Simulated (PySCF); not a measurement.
```xyz
5
charge 0 multiplicity 3, angstrom
W     0.0000    0.0000   -0.0182
H     0.0000    1.4513    0.8326
H     0.0000   -1.4513    0.8326
H     1.4513    0.0000    0.8326
H    -1.4513    0.0000    0.8326
```

Computed with UPBE0 in PySCF with W def2-TZVP with ECP60, H def2-TZVP; scalar-relativistic core potentials, no spin–orbit coupling; density-fitted integrals.

This geometry of WH4 is a stationary point at this level.

(1) What is the point group?

(2) Is it a minimum?

(3) List the harmonic modes with their infrared intensities.

(4) What are the dipole moment and the gap between the highest occupied and lowest empty levels of either spin?

## Answers

(1) C4v.

(2) No: it has 2 imaginary modes (one degenerate set), at 116i cm⁻¹ (e).

(3) 
```tsv
symmetry	ω (cm⁻¹)	IR (km/mol, summed over degenerate members)
e	116i	–
b1	746	0.0
b2	804	0.0
a1	890	39.3
b1	1990	0.0
e	2026	438
a1	2059	32.5
```

(4) 3.87 D and 3.97 eV.

Only a few start shapes were tried, so a lower isomer may exist. With open d or f shells other occupations or spin states may lie lower. At this level a triplet minimum of Td symmetry lies 75 kJ/mol below this structure. No spin–orbit coupling is included, which matters more the heavier the element.
